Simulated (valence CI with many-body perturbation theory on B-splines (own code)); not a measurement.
Results of a calculation; reference values are marked as such.
# Sensitivity of CI+MBPT for Re42+

Level of theory: relativistic CI+MBPT: five valence electrons over a frozen Dirac-Fock core [Ar] 3d10, a basis of 6 s, 6 p, 5 d, 3 f, 1 g functions for each j, with the one-electron correlation potential Σ1 (screened to all orders), the two-electron term Σ2, the three-electron term Σ3, Breit, model QED; selected single and double excitations, second order for the rest, scaled by the run's own slope (own B-spline code, finite nucleus).

No measured spectrum was set against this ion. As an estimate, large intervals hold to a few tenths of a per cent, small ones and those within an open d or f shell to about a per cent. Among the levels kept, up to 370 cm⁻¹ of a level comes from second order outside the variational space, and about a tenth of that is noise between levels of different J, which matters for small intervals.

The reference run has the lowest level (4s^2 4p1/2^2 4p3/2) J=3/2 and an ionisation energy of 2082.45 eV. Its largest variational space holds 9999 state functions.

Levels are named by their leading jj configuration (3d3/2^4 stands for four electrons in 3d with j = 3/2), which in mixed levels can hold well under half, so a name can repeat and another be missing. Letters in brackets count levels of one name in rising energy.

Changed runs:
A. Davidson tolerance 2e-05 → 0.0003
B. lowest core n in screening and Σ2 1 → 3
C. averaging of valence orbitals over low configurations on → off
D. box radius (bohr) 2.6653 → 0.74 (bad on purpose)

Excitation energies of the reference run in cm⁻¹, and shifts in cm⁻¹:

```tsv
Level	Reference	A	B	C
(4s^2 4p1/2 4p3/2^2) J=3/2	774997	0	-16	+2.6
(4s^2 4p1/2 4p3/2^2) J=5/2	820036	0	-6.5	+0.7
(4s^2 4p1/2 4p3/2^2) J=1/2	876611	0	+4.2	+2.2
(4s^2 4p1/2^2 4d3/2) J=3/2	1270000	0	+56	-7.4
(4s^2 4p1/2^2 4d5/2) J=5/2	1476200	0	+58	-5.2
(4s 4p1/2^2 4p3/2^2) J=5/2	1610700	0	+56	+1.3
(4s^2 4p3/2^3) J=3/2	1659740	0	-15	+4.2
(4s 4p1/2^2 4p3/2^2) J=1/2	1710380	0	+56	+6.2
(4s 4p1/2^2 4p3/2^2) J=3/2	1727030	0	+113	+4.2
(4s^2 4p1/2 4p3/2 4d3/2) J=5/2 [a]	2040610	0	+44	-5.8
(4s^2 4p1/2 4p3/2 4d3/2) J=3/2 [a]	2043170	0	+48	-3.6
(4s^2 4p1/2 4p3/2 4d3/2) J=1/2 [a]	2045520	0	+47	-3.6
Ionisation energy (eV)	2082.45	0	+0.021	+0.0002
```

No effect on these energies: A.

Run D: It gave no result. The program said: "need at least one array to concatenate".
